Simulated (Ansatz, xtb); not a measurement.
FH6PSi2: which of two isomers lies lower

We compare X, `F[SiH2]P[SiH3]`, a singlet, with Y, `F[Si@H]([SiH3])P`, a singlet. Both are isolated molecules in the gas phase, relaxed with PBE-D3(BJ)/def2-SVP; the shapes shown needn't be the lowest conformers.

X (Å):

```yaml
atoms:
  - { symbol: F, position_ang: [-1.9313, -0.9051, -0.8916] }
  - { symbol: P, position_ang: [0.8006, -0.3955, 0.6638] }
  - { symbol: Si, position_ang: [-0.4564, -0.2635, -1.2186] }
  - { symbol: Si, position_ang: [0.4063, 1.7472, 1.3381] }
  - { symbol: H, position_ang: [-0.6878, 1.1368, -1.7173] }
  - { symbol: H, position_ang: [0.2014, -1.0922, -2.2853] }
  - { symbol: H, position_ang: [2.0039, -0.0728, -0.0650] }
  - { symbol: H, position_ang: [1.2174, 2.0337, 2.5708] }
  - { symbol: H, position_ang: [-1.0567, 1.8319, 1.6741] }
  - { symbol: H, position_ang: [0.7273, 2.7722, 0.2837] }
```

Y (Å):

```yaml
atoms:
  - { symbol: F, position_ang: [-1.8903, 1.2480, 0.3994] }
  - { symbol: P, position_ang: [0.9248, 1.0223, 2.0635] }
  - { symbol: Si, position_ang: [-0.2638, 1.4238, 0.1735] }
  - { symbol: Si, position_ang: [0.4258, -0.0712, -1.5070] }
  - { symbol: H, position_ang: [-0.0176, 2.8556, -0.2217] }
  - { symbol: H, position_ang: [0.2497, -1.4877, -1.0290] }
  - { symbol: H, position_ang: [-0.3736, 0.1261, -2.7660] }
  - { symbol: H, position_ang: [1.8830, 0.1664, -1.8032] }
  - { symbol: H, position_ang: [0.2322, -0.2169, 2.3099] }
  - { symbol: H, position_ang: [0.0196, 1.7884, 2.8825] }
```

Task: Estimate E(Y) − E(X) at the level CCSD(T)/def2-SVP + ΔMP2/def2-TZVPP.

Result: Calculated at CCSD(T)/def2-SVP + ΔMP2/def2-TZVPP: E(Y) − E(X) = +0.293 eV, so structure X lies lower.

How the difference moves with the method:

```json
{"level": "GFN2-xTB", "geometry": "GFN2-xTB", "E(Y) − E(X) (eV)": "+0.687", "departure from the last row (eV)": "+0.394", "job, with rough time for the two": "optimisation, 0.23 s"}
{"level": "HF/STO-3G", "geometry": "GFN2-xTB", "E(Y) − E(X) (eV)": "+0.045", "departure from the last row (eV)": "−0.248", "job, with rough time for the two": "single point, 0.52 s"}
{"level": "r2SCAN-D4/def2-SVP", "geometry": "GFN2-xTB", "E(Y) − E(X) (eV)": "+0.250", "departure from the last row (eV)": "−0.043", "job, with rough time for the two": "single point, 3.4 s"}
{"level": "PBE-D3(BJ)/def2-SVP", "geometry": "PBE-D3(BJ)/def2-SVP", "E(Y) − E(X) (eV)": "+0.156", "departure from the last row (eV)": "−0.137", "job, with rough time for the two": "optimisation, 54 s"}
{"level": "HF/def2-SVP", "geometry": "PBE-D3(BJ)/def2-SVP", "E(Y) − E(X) (eV)": "+0.271", "departure from the last row (eV)": "−0.022", "job, with rough time for the two": "part of the CCSD(T) run"}
{"level": "MP2/def2-SVP", "geometry": "PBE-D3(BJ)/def2-SVP", "E(Y) − E(X) (eV)": "+0.288", "departure from the last row (eV)": "−0.005", "job, with rough time for the two": "part of the CCSD(T) run"}
{"level": "CCSD(T)/def2-SVP", "geometry": "PBE-D3(BJ)/def2-SVP", "E(Y) − E(X) (eV)": "+0.228", "departure from the last row (eV)": "−0.065", "job, with rough time for the two": "single point"}
{"level": "CCSD(T)/def2-SVP + ΔMP2/def2-TZVPP", "geometry": "PBE-D3(BJ)/def2-SVP", "E(Y) − E(X) (eV)": "+0.293", "departure from the last row (eV)": "", "job, with rough time for the two": "single point, 24 s"}
```

As drawn, Y has 1 Si–Si, 1 P–H in place of 1 P–Si, 1 Si–H.

None of the levels shown reverses the order. The largest departure from CCSD(T)/def2-SVP + ΔMP2/def2-TZVPP is that of GFN2-xTB, 0.394 eV. The last row adds to CCSD(T) the change of the MP2 difference between the two basis sets, here +0.065 eV.

With harmonic frequencies from PBE-D3(BJ)/def2-SVP (ideal gas, rigid rotor, one conformer each, 298.15 K, 1 atm): on the last row, ΔE + ΔZPE = +0.272 eV. A mode under 50 cm⁻¹ makes harmonic enthalpies and free energies unreliable, so none is given.

The correlated steps freeze 16 core orbitals. Codes used: Ansatz 0.2.0, xtb 6.7.1; the last row on 2 threads of Intel(R) Xeon(R) Platinum 8259CL CPU @ 2.50GHz (Skylake/Cascade Lake) on a shared host.
